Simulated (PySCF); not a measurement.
C6H18BN.
SMILES with atom numbers: `[CH3:1][CH2:2][CH2:3][B@H-:4]([NH3+:5])[CH:6]([CH3:7])[CH3:8]` (hydrogens: H9, H10, H11 on C1; H12, H13 on C2; H14, H15 on C3; H16 on B4; H17, H18, H19 on N5; H20 on C6; H21, H22, H23 on C7; H24, H25, H26 on C8)

Level: PBE0/pcSseg-1 in PySCF, non-relativistic, on one gas-phase PBE0-D3(BJ)/def2-SVP geometry that isn't relaxed in the solvent. The solvent is an IEF-PCM continuum (van der Waals radii × 1.2). Specific hydrogen bonds and non-electrostatic terms are outside this model.

Gas phase at PBE0/pcSseg-1: HOMO -7.02 eV, LUMO 0.25 eV, dipole 4.28 D.

Q: What does the continuum do to the energy, the frontier levels and the dipole at PBE0/pcSseg-1 in cyclohexane and water?

A: 
```tsv
solvent	ε	E(solvent) − E(gas) (kJ/mol)	polarisation term (kJ/mol)	distortion of the solute (kJ/mol)	HOMO (eV)	LUMO (eV)	dipole (D)
cyclohexane	2.017	-15.30	-16.50	1.20	-6.99	0.64	4.85
water	78.36	-41.70	-52.15	10.45	-7.01	1.17	6.07
```

The first energy column is the sum of the next two and covers electrostatics alone. From cyclohexane to water the lowering changes by a factor 2.72, Onsager's factor (ε − 1)/(2ε + 1) by 2.43 and ε itself by 38.9.

Q: Which radius a makes the point-dipole formula ΔE = −[(ε − 1)/(2ε + 1)]·μ²/a³ give the value in water, with the gas-phase dipole?

A: μ = 1.685 au and |ΔE| = 0.01588 Eh give a = 2.35 Å; the farthest nucleus lies 4.54 Å from the centroid of the nuclei, so such a sphere wouldn't even hold the nuclei. The formula assumes a rigid point dipole at the centre of a sphere.

Q: Which Hirshfeld charges (PBE0/pcSseg-1) respond most in cyclohexane (means over atoms taken as equivalent)?

A: 
```tsv
atoms	environment	gas (e)	solvent (e)	change
H16	B–H hydrogen	-0.106	-0.114	-0.008
H17/H18/H19	N–H hydrogen	+0.156	+0.162	+0.006
H12	methylene hydrogen	+0.017	+0.021	+0.004
H20	methine hydrogen	+0.029	+0.026	-0.003
H15	methylene hydrogen	+0.029	+0.025	-0.004
N5	nitrogen bonded to B and 3 H	-0.081	-0.078	+0.003
H13	methylene hydrogen	+0.030	+0.029	-0.001
C1	methyl carbon	-0.119	-0.120	-0.001
```

Q: How do the nuclear quadrupole coupling constants eQVzz/h respond in cyclohexane?

A: 
```
  nucleus  Q (barn)  gas (MHz)  solvent (MHz)  η gas  η solvent
11B at B4   0.04059       2.59           2.46   0.16       0.20
14N at N5   0.02044      -2.48          -2.36   0.01       0.01
```

Conformer computed: `[CH3:1][CH2:2][CH2:3][B@H-:4]([NH3+:5])[CH:6]([CH3:7])[CH3:8]`: C1–C2–C3–B4 -178°, C2–C3–B4–N5 -65°, C3–B4–C6–C7 54°.
